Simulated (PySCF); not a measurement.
GaFBr2, SMILES [F][Ga]([Br])[Br].

The structure is a stationary point at PBE-D3(BJ)/def2-SVP. The structure was generated by enumeration; whether it is a known compound was not checked.

These are PBE-D3(BJ)/def2-SVP (PySCF 2.14.0) values and carry that method's errors.

Frequencies are harmonic and unscaled.

Computed normal modes with their intensities:
| mode | ν (cm⁻¹) | IR (km/mol) | moving atoms (share of kinetic energy) |
|---|---|---|---|
| 1 | 82 | 1.4 | Br 66 %, Ga 27 % |
| 2 | 134 | 12.3 | Ga 59 %, F 31 %, Br 10 % |
| 3 | 153 | 15.7 | F 80 %, Br 16 % |
| 4 | 258 | 4.0 | Br 70 %, Ga 22 % |
| 5 | 355 | 74.0 | Ga 66 %, Br 34 % |
| 6 | 693 | 60.9 | F 78 %, Ga 22 % |
